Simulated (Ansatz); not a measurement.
## Cost against result

Saddle point of GaH$_{5}$O$_{3}$, closed shell (GaH₃O₂ ([OH][GaH][OH]) + H₂O → GaH₃O₃ ([OH][Ga]([OH])[OH]) + H₂; bonds formed: H2–H5; dative contacts that become bonds: Ga1–O6; bonds broken: Ga1–H2, H5–O6), PBE0-D4/def2-TZVP structure:

```tsv
atom	x (Å)	y (Å)	z (Å)
Ga1	0.0167	-0.0497	0.3317
H2	-1.1053	1.2285	-0.3487
O3	-0.8892	-1.5306	0.7204
O4	1.2577	0.6037	1.4254
H5	-0.6328	0.8421	-1.1502
O6	0.3196	0.0798	-1.5723
H7	-0.7396	-1.8481	1.6132
H8	1.7322	1.3578	1.0706
H9	0.0407	-0.6837	-2.0898
```

Barriers are electronic and count from the start structure reached by relaxing down the imaginary mode.

Program: Ansatz 0.2.0. Basis: as named in each row. Cores are frozen in the correlated methods. Filled d shells of the heavier atoms are correlated. The def2 sets are not built for correlating such inner shells, so the correlated values are less sure here. B3LYP uses VWN-RPA correlation. Extrapolation: Hartree–Fock as exp(−7.88 √X), correlation as X^−2.97.

Times are rough, for one single point on 4 threads of a shared host (Intel Xeon).

The estimate by CCSD(T) at an estimated basis limit (MP2 extrapolated from triple and quadruple zeta, plus CCSD(T) − MP2 in triple zeta) is 32.57 kcal/mol.

```
      method       basis  time (s)  barrier (kcal/mol)  method less estimate
          HF      STO-3G   under 1               64.66                 32.09
       SPW92    def2-SVP         1               25.19                 -7.38
      PBE-D4      STO-3G         1               37.17                  4.60
      PBE-D4    def2-SVP         1               26.99                 -5.58
    B3LYP-D4       6-31G         2               31.94                 -0.62
     PBE0-D4    def2-SVP         2               30.87                 -1.70
       SPW92  def2-TZVPP         2               25.36                 -7.21
      PBE-D4  def2-TZVPP         3               26.88                 -5.68
     BLYP-D4  def2-TZVPP         3               28.52                 -4.05
    B3LYP-D4  def2-TZVPP         4               30.97                 -1.59
     PBE0-D4  def2-TZVPP         5               30.04                 -2.53
   r2SCAN-D4  def2-TZVPP         6               28.57                 -4.00
    BHLYP-D4  def2-TZVPP         6               34.60                  2.03
     wB97M-V    def2-SVP         6               33.14                  0.57
CAM-B3LYP-D4  def2-TZVPP         6               32.08                 -0.49
  r2SCAN0-D4  def2-TZVPP         8               31.06                 -1.50
  RPA on PBE  def2-TZVPP         8               31.58                 -0.99
      B2PLYP  def2-TZVPP         8               31.23                 -1.34
     CCSD(T)    def2-SVP         9               33.84                  1.27
    PBE-QIDH  def2-TZVPP         9               31.60                 -0.97
      B97M-V  def2-TZVPP        10               31.47                 -1.10
     wB97X-V  def2-TZVPP        11               32.06                 -0.51
     wB97M-V  def2-TZVPP        11               32.70                  0.13
         MP2  def2-QZVPP        36               31.07                 -1.49
     CCSD(T)  def2-TZVPP       150               32.19                 -0.38
```

All methods are single points on the PBE0-D4 structures.

T1 diagnostic: at most 0.015.

The step is the kind of ligand exchange by which a precursor binds to a hydroxyl group, or is hydrolysed, in atomic layer deposition of oxides.

Labels in which every atom is bracketed show which atoms are joined, not bond orders.
